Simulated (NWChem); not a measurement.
Species: CH$_{6}$GeOSi; SMILES [GeH2]([CH]=O)[SiH3]

```xyz
10

O      1.1234    -2.3018     0.0539
C      0.3260    -1.6448     0.6645
Ge    -0.6615    -0.1160    -0.1814
Si     0.6792     1.8526    -0.0254
H      0.1205    -1.8563     1.7513
H     -2.0001     0.0874     0.5599
H     -0.9269    -0.4837    -1.6509
H     -0.0294     3.0111    -0.6483
H      1.9769     1.6283    -0.7288
H      0.9482     2.1624     1.4117
```
Atoms are numbered in this order, from 1.

Level: PBE0/def2-SVP (NWChem), optimised geometry, unscaled harmonic frequencies. 

| frequency (cm⁻¹) | IR intensity (km/mol) |
|---|---|
| 38 | 5.6 |
| 82 | 0.5 |
| 114 | 1.1 |
| 267 | 11.7 |
| 347 | 7.4 |
| 358 | 7.4 |
| 468 | 2.0 |
| 487 | 12.7 |
| 600 | 8.0 |
| 658 | 98.1 |
| 719 | 20.4 |
| 834 | 250.2 |
| 873 | 97.8 |
| 890 | 9.0 |
| 934 | 37.7 |
| 935 | 45.6 |
| 1375 | 40.2 |
| 1838 | 215.1 |
| 2133 | 92.4 |
| 2163 | 76.2 |
| 2228 | 61.3 |
| 2240 | 85.7 |
| 2247 | 78.0 |
| 2849 | 160.8 |

The zero-point energy comes out as 36.7 kcal/mol and the thermal correction to the enthalpy at 298.15 K (with zero-point energy) is 42.0 kcal/mol. The heat capacity Cv is 24.8 cal/(mol K) and the entropy at 298.15 K and 1 atm (symmetry number 1) is 87.5 cal/(mol K). The dipole moment comes out as 1.98 D.

Rigid rotor and harmonic oscillator; modes under 100 cm⁻¹ make the entropy uncertain.
